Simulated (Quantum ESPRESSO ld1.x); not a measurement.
Values are calculated unless marked as measured or tabulated.
This ld1.x (Quantum ESPRESSO 7.5) run is given with its output. Can the result be used, and if not, why?

```
 &input
    zed=4.25,
    iswitch=1,
    rel=0,
    lsd=1,
    dft='PZ',
    config='[He] 2s2 2p1',
    prefix='ld1',
    max_out_wfc=37,
    file_charge='ld1.rho',
 /
```

```
     Program LD1 v.7.5 starts

     Message from routine scf:
     warning: at least one error in KS equations
     --------------------------- All-electron run ----------------------------

     atomic number is  4.25
     dft =PZ   lsd =1 sic =0 latt =0  beta=0.20 tr2=1.0E-14
     Exchange-correlation= PZ
                           (   1   1   0   0   0   0   0)
     mesh =1633 r(mesh) = 100.39185 a.u. xmin = -7.00 dx = 0.00800
     1 Ry =  13.60569312 eV

     n l     nl                  e(Ry)          e(Ha)          e(eV)
     1 0     1S 1( 1.00)        -8.4733        -4.2366      -115.2851
     2 0     2S 1( 1.00)        -0.1125        -0.0563        -1.5308
     2 1     2P 1( 1.00)        -0.0000        -0.0000        -0.0000
     1 0     1S 2( 1.00)        -8.4604        -4.2302      -115.1095
     2 0     2S 2( 1.00)        -0.0559        -0.0280        -0.7606
     2 1     2P 2( 0.00)        -0.0000        -0.0000        -0.0000

     final scf error:  9.1E-15 reached in  28 iterations

     Etot =     -33.454456 Ry,     -16.727228 Ha,    -455.171055 eV
     Total magnetization:    1.00 Bohr mag.

     Ekin =      32.898269 Ry,      16.449135 Ha,     447.603753 eV
     Encl =     -78.744295 Ry,     -39.372148 Ha,   -1071.370720 eV
     Eh   =      18.173863 Ry,       9.086931 Ha,     247.267997 eV
     Exc  =      -5.782292 Ry,      -2.891146 Ha,     -78.672085 eV
```

Answer. No. The residual met the threshold, but the solution is spurious: in the last iteration no bound solution was found for 2p up (the eigenvalue is printed as zero or positive). The species is Z=4.25, charge -0.75 with 5 electrons. In a local or semilocal functional the extra electron of a negative ion sees its own charge, the potential lacks the -1/r tail, and the highest level tends to rise to zero. The printed total energy is meaningless.
